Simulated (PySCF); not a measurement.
# B3H7N3O(+)

The system: B3H7N3O(+), a small molecule (built as: end group OH2+); charge +1, singlet. The structure, one conformer, was relaxed in the gas phase by PBE0-D3(BJ)/def2-SVP. No frequency run checks that it is a minimum.

SMILES: [OH2+]N1BNBNB1

Coordinates in Å:
```
B1     -1.084   -0.755    0.404
N2     -1.015   -1.013   -0.976
B3     -0.041   -0.451   -1.867
N4      0.939    0.439   -1.301
B5      0.989    0.784    0.056
N6     -0.043    0.154    0.857
O7     -0.066    0.456    2.260
H8     -1.881   -1.199    1.181
H9     -1.708   -1.640   -1.372
H10    -0.040   -0.710   -3.038
H11     1.630    0.843   -1.925
H12     1.782    1.524    0.579
H13    -0.211    1.411    2.431
H14     0.741    0.142    2.721
```

Shieldings: GIAO PBE0/pcSseg-1. Shifts are against computed references at the same level: H TMS (σ 31.27 ppm). Core levels by delta-SCF with SCAN, pcX-2 on the ionised atom and pcseg-1 elsewhere, spin-free X2C; from the vacuum level, for chosen atoms.

Task: Give the NMR and core-level values of the distinct atoms.

Result: 
```tsv
atoms	bonded to	σ (ppm)	δ (ppm)	core level (eV)
B1	2 N + 1 H	73.2	-	1s 201.00
N2	2 B + 1 H	119.5	-	1s 409.28
B3	2 N + 1 H	70.7	-	-
N4	2 B + 1 H	119.5	-	-
B5	2 N + 1 H	74.0	-	1s 201.15
N6	2 B + 1 O	-16.5	-	1s 412.31
O7	1 N + 2 H	236.0	-	1s 549.34
H8	1 B	25.76	5.51	-
H9	1 N	24.52	6.75	-
H10	1 B	26.11	5.16	-
H11	1 N	24.52	6.75	-
H12	1 B	25.90	5.37	-
H13 H14	1 O	23.58	7.68	-
```

Values are those of this one static structure; atoms that internal rotation interchanges would show their mean in an NMR spectrum.

The core-hole states of B1, B5 are spin-contaminated (⟨S²⟩ 0.82, 0.82 against 0.75 for a pure doublet), so those values and differences from them are less sure.

Task: Which of N2, N6 holds its core electrons tightest, and by how much against the loosest?

Result: N6 (bonded to 2 B + 1 O), by 3.03 eV over N2 (bonded to 2 B + 1 H).

Task: By CAM-B3LYP/def2-SVPD (TDDFT singlets, Tamm-Dancoff triplets, ionisation by delta-SCF), where does absorption start, and what does vertical ionisation take?

Result: The first singlet with intensity lies at 6.99 eV (f 0.025); what lies below it is dark. The lowest singlet lies at 6.43 eV (f 0.000), the strongest of the first 6 at 7.62 eV (f 0.075), the lowest triplet at 5.66 eV; vertical ionisation takes 14.99 eV.
